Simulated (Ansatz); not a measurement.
Ideal-gas functions of FGeHO, SMILES `[OH][Ge][F]` at 800 K and 1 bar, from an Ansatz frequency run at PBE0-D4/def2-TZVP.

Molar mass 108.62 g/mol, point group Cs (symmetry number 1), electronic degeneracy 1, moments of inertia 35.286, 62.487, 97.773 u Å². Harmonic wavenumbers (cm⁻¹, unscaled): 253, 501, 641, 715, 815, 3842.

Use S(trans) = R[1.5 ln M + 2.5 ln T − 1.1517]; rotational temperatures θ = 24.2544 K / I; S(rot) = R[ln(√π/σ · √(T³/θAθBθC)) + 1.5]; for each mode x = 1.438777 ν̃/T, S = R[x/(eˣ − 1) − ln(1 − e⁻ˣ)] and H = RT x/(eˣ − 1); 1 cm⁻¹ = 0.0119627 kJ/mol; R = 8.31446 J/(mol·K).

**Question.** By hand: the entropy, in J/(mol·K).

**Answer.** Translation 187.8. Rotation: θ = 0.6874, 0.3882, 0.2481 K, giving 111.9. Vibration, mode by mode: 14.93, 9.46, 7.58, 6.77, 5.84, 0.07, in all 44.6. Electronic 0.0. Sum 344.3 J/(mol·K).

**Question.** By hand: H − E and G − E in kJ/mol, counted from the electronic energy.

**Answer.** Zero-point energy ½ × 6767 × 0.0119627 = 40.5; thermal vibration 19.1; translation, rotation and pV give 4 RT = 26.6. H − E = 86.2 kJ/mol, and G − E = 86.2 − 800 × 344.3/1000 = -189.2 kJ/mol.

Vibration gives 13 % of the entropy. The sum counts one conformer and one mirror image; others add a mixing term.
